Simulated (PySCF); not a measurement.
# C₆ coefficients of unlike pairs at UHF

Calculated with PySCF 2.14 from the dipole response of each species, C₆(A,B) = (3/π) ∫ α_A(iu) α_B(iu) du, in atomic units, from isotropic polarisabilities. For ions this is the dispersion term alone; charge-induced terms of lower order in 1/R come first.

| species | configuration | basis | relativity | α (bohr³) | C₆ (like pair) |
| --- | --- | --- | --- | --- | --- |
| Ne³⁺ | [He] 2s2 2p3 (4S) | dyall-av3z (15s9p3d2f) | spin-free X2C | 0.7102 | 0.6079 |
| Cl³⁺ | [Ne] 3s2 3p2 (3P) | aug-cc-pV(T+d)Z with one added diffuse shell each of s, p, d, f type (7s6p5d3f) | none | 4.507 | 12.31 |
| C | [He] 2s2 2p2 (3P) | dyall-av2z (11s7p2d) | none | 11.62 | 45.00 |
| Kr⁺ | [Ar] 3d10 4s2 4p5 (2P) | def2-TZVPPD (7s6p5d1f) | none | 10.63 | 64.68 |

Task: Estimate C₆ for C with Cl³⁺.

Result: The integral gives 22.78. The combination rule 2 C_A C_B / (C_A α_B/α_A + C_B α_A/α_B) gives 22.53 and the geometric mean 23.54.

No spin-orbit coupling is included.

The other pairs:

| pair | C₆ |
| --- | --- |
| Kr⁺, Cl³⁺ | 28.19 |
| Kr⁺, C | 52.61 |
| C, Ne³⁺ | 4.345 |
| Cl³⁺, Ne³⁺ | 2.539 |
| Kr⁺, Ne³⁺ | 5.720 |
